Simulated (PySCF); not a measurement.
**Telling isomers of C₆H₈NO₂P apart by NMR**

No relativistic terms, one computed conformer, isolated molecule, rapidly exchanging positions averaged. GFN2-xTB structure; shielding tensors at PBE0/pcSseg-1 (GIAO); PySCF 2.14.0 with density-fitted response routines.

Referencing at the same level of theory: TMS for ¹H (31.72 ppm) and ¹³C (186.93 ppm). Splittings of carbon signals by F and P are missing where no couplings were computed. Where no couplings were computed, multiplicities follow the n + 1 count of equivalent neighbours, and m marks all less simple cases (inequivalent or close neighbours, rings, F or P nearby). Shifts are as computed. Against solution values, carbons near 30 ppm lie about +3 ppm off and those near 130 ppm about +5 ppm. Of 1211 compounds with measured shifts, 218 miss one by over three times the rms of a fit or turn the order of signals round; such compounds aren't used in these exercises. OH and NH positions are gas-phase values without hydrogen bonding to other molecules.

(1) Tabulate the signals of `C[P@@](=O)(O)c1cccnc1`, `COC(=O)c1pccn1C`, `C[P@](=O)(O)c1ccccn1`, `C[P@](=O)(O)c1ccncc1` and their relative energies.

(2) What is the quickest way to tell C[P@@](=O)(O)c1cccnc1 from C[P@](=O)(O)c1ccncc1?

(3) What is the quickest way to tell COC(=O)c1pccn1C from C[P@](=O)(O)c1ccncc1?

(4) What is the quickest way to tell C[P@@](=O)(O)c1cccnc1 from C[P@](=O)(O)c1ccccn1?

Results:

(1) 
```tsv
SMILES	carbon types	δC	δH	E rel. (kcal/mol)
C[P@@](=O)(O)c1cccnc1	1×C 4×CH 1×CH3	158.9, 157.7, 143.2, 135.5, 127.5, 22.5	9.33 (m, 1H), 9.11 (d, 1H), 8.11 (m, 1H), 7.47 (m, 1H), 2.75 (br s, 1H), 1.52 (m, 3H)	0.0
COC(=O)c1pccn1C	2×C 2×CH 2×CH3	170.2, 158.5, 140.9, 140.4, 53.0, 40.6	7.42 (m, 1H), 7.37 (m, 1H), 4.18 (s, 3H), 4.02 (s, 3H)	27.0
C[P@](=O)(O)c1ccccn1	1×C 4×CH 1×CH3	166.6, 156.0, 141.8, 129.7, 126.1, 15.0	8.99 (m, 1H), 7.98 (m, 1H), 7.51 (m, 1H), 7.46 (m, 1H), 4.11 (br s, 1H), 1.65 (m, 3H)	2.5
C[P@](=O)(O)c1ccncc1	1×C 4×CH 1×CH3	155.8, 149.2, 128.9, 21.5	9.13 (m, 2H), 7.74 (m, 2H), 2.74 (br s, 1H), 1.54 (m, 3H)	0.4
```

Energies are electronic energies at PBE0/pcSseg-1 on these geometries, without zero-point or thermal terms, each for the one conformer computed, which needn't be the lowest.

(2) Count the carbon signals: 6 against 4. The first has a substituted aromatic carbon (C) at 135.5 ppm, the second a substituted aromatic carbon (C) at 149.2 ppm. Their most deshielded carbons lie at 158.9 and 155.8 ppm.

(3) Count the carbon signals: 6 against 4. The first has a methyl carbon bonded to O (CH3) at 53.0 ppm, the second a methyl carbon bonded to P (CH3) at 21.5 ppm. Their most deshielded carbons lie at 170.2 and 155.8 ppm. In the proton spectra the most deshielded non-exchanging signals are 7.42 (m, 1H) and 9.13 (m, 2H).

(4) Both give the same number of carbon signals, with the same numbers of each carbon type, so the positions decide. The first has a substituted aromatic carbon (C) at 135.5 ppm, the second a substituted aromatic carbon next to a ring nitrogen (C) at 166.6 ppm. Their most deshielded carbons lie at 158.9 and 166.6 ppm.
